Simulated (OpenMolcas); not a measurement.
## Cs: effect of the IPEA shift

```
Program             : OpenMolcas
Basis               : ANO-RCC-VTZP [8s7p4d2f1g]
Scalar Hamiltonian  : DKH2, point nucleus
Active space        : 1 electron in 4 orbitals (6s 6p)
State averaging     : 2S+1 = 2 even, 1 root; 2S+1 = 2 odd, 3 roots
Spin-orbit coupling : state interaction with AMFI integrals over the reference wave functions, term energies averaged over their components
```

Methods on the same reference wave functions:
A. CASSCF
B. SS-CASPT2, IPEA 0 Eh, imaginary shift 0.1 Eh (closed shells correlated: 5s 5p)
C. SS-CASPT2, IPEA 0.25 Eh, imaginary shift 0.1 Eh (closed shells correlated: 5s 5p)

Energies in cm-1 above 6s 2S 1/2, the measured ground level; measured values from NIST Handbook of Basic Atomic Spectroscopic Data.

```tsv
Level	A	B	C	Measured
6s 2S 1/2	0.0	0.0	0.0	0.0
6p 2P* 1/2	9292	10910	10771	11178
6p 2P* 3/2	9599	11217	11078	11732
```

Deviations, from unrounded energies. A percentage is the sum of absolute deviations over the sum of measured energies, with the sign that they share, or ± where signs differ.

```csv
Against measurement,Levels,A,B,C
mean absolute deviation (cm-1),2,2000,390,530
other configurations (%),2,-17.5,-3.4,-4.6
```

B lies closest to measurement on these levels and A furthest from it. The largest miss of B in the table is 6p 2P* 3/2, by -520 cm-1. The ranking rests on the paired levels alone, and a cruder setting can come out closer through cancelling errors.

Between B and C the level of the table that moves most is 6p 2P* 1/2, by 140 cm-1 (lowest in C, highest in B).

The lowest spin-free term lies below A's lowest term by 0.156 hartree in B, 0.155 hartree in C.

ANO sets are built for ground and valence states and can reach diffuse excited orbitals poorly. With one active electron the reference holds no correlation, so core polarisation is missing (holds for A). With one active electron, CASPT2 adds the correlation within the correlated inactive shells and between them and that electron, and leaves the splitting within a term as the reference gives it (holds for B; C). Computed and measured levels are paired by configuration, term and J; levels that our copy of the source lacks, or whose pairing is in doubt (as where it misses far off the trend of its configuration), stay unpaired and out of the deviations. Levels of configurations outside the active space are missing.

* marks odd parity.
